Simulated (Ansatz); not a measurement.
Reaction (formal loss of a carbene): `CS[SiH](F)[SiH3]` → `[CH2]` (triplet) + `F[SiH]([SiH3])S`

Calculated with Ansatz (gas phase, PBE0-D4/def2-TZVP geometries, no zero-point term in ΔE). CCSD(T)/CBS is the MP2 limit (def2-TZVPP, def2-QZVPP) plus CCSD(T) − MP2 in def2-TZVPP, frozen cores. This one scheme is used for every species. Functionals use def2-TZVPP. B3LYP here is the variant with VWN-RPA as its local correlation; programs differ in this. Triplets are unrestricted, without spin–orbit coupling. Each species was taken in one conformer, which may not be the lowest.

`CS[SiH](F)[SiH3]`:

Cartesian coordinates in Å:
```
C -2.410 0.415 -0.772
S -0.691 0.103 -1.276
Si 0.302 0.189 0.583
F 0.395 1.692 1.147
Si 2.453 -0.674 0.253
H -2.713 -0.272 0.016
H -2.535 1.445 -0.441
H -3.031 0.246 -1.652
H -0.503 -0.551 1.591
H 3.301 -0.393 1.442
H 3.072 -0.056 -0.948
H 2.359 -2.145 0.058
```

`[CH2]` (triplet):

Z-matrix (Å, degrees):
```
C
H 1 1.079
H 1 1.079 2 134.9
```

`F[SiH]([SiH3])S`:

Cartesian coordinates in Å:
```
F -2.110 -0.747 -0.114
Si -0.665 -0.619 0.572
Si 0.872 0.048 -1.060
S -0.683 0.766 2.183
H -0.363 -1.921 1.215
H 2.242 -0.042 -0.491
H 0.781 -0.803 -2.275
H 0.588 1.462 -1.428
H -0.662 1.857 1.398
```

(1) Is it downhill or uphill in electronic energy at CCSD(T)/CBS, and by how much? (Best estimate.)

(2) What do these levels give: B3LYP-D4, PBE, r2SCAN, SCS-MP2/def2-TZVPP, MP2/CBS(def2), CCSD/CBS(def2)? (Best estimate.)

Largest T1 diagnostic among the species: 0.013.

Results:

(1) The calculation gave: Uphill: ΔE = +422.8 kJ/mol.

(2) Computed: B3LYP-D4 417.1, PBE 424.6, r2SCAN 398.8, SCS-MP2/def2-TZVPP 424.2, MP2/CBS(def2) 437.3, CCSD/CBS(def2) 410.6 kJ/mol.

In def2-TZVPP, CCSD(T) changes the Hartree–Fock value by +135.7 kJ/mol (the triples alone add +12.2 kJ/mol) and MP2 by +150.2 kJ/mol. The D4 term adds +11.1 kJ/mol with B3LYP and +6.0 kJ/mol with PBE0; it sums over pairs of atoms, weighted by their polarisabilities, and B3LYP, whose exchange is more repulsive, gets the larger term. From PBE to PBE0 (25 % exact exchange), in def2-TZVPP and without D4, ΔE moves by −9.2 kJ/mol.
